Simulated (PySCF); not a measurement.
Be(I)(NH2) (BeH₂IN), SMILES [I][Be][NH2]. Atoms are numbered in the order given.

```xyz
5

Be     0.0000     0.0000     1.5359
I      0.0000     0.0000    -0.6525
N      0.0000     0.0000     3.0312
H      0.0000     0.8253     3.6095
H      0.0000    -0.8253     3.6095
```

Geometry: B3LYP-D3(BJ)/def2-TZVP. The def2 effective core potentials stand for the cores of I; spin–orbit coupling is left out. One conformer was computed; it need not be the lowest.

Computed with B3LYP/def2-TZVPD run with PySCF.

Mulliken values depend strongly on the basis, most of all with diffuse functions as here. ESP charges are fitted to the potential on shells at 1.4 to 2.0 van der Waals radii. Atomic charges (e):

| atom | Mulliken | ESP fit |
|---|---|---|
| Be1 | -0.25 | 0.69 |
| I2 | -0.10 | -0.29 |
| N3 | -0.09 | -1.26 |
| H4 | 0.22 | 0.43 |
| H5 | 0.22 | 0.43 |
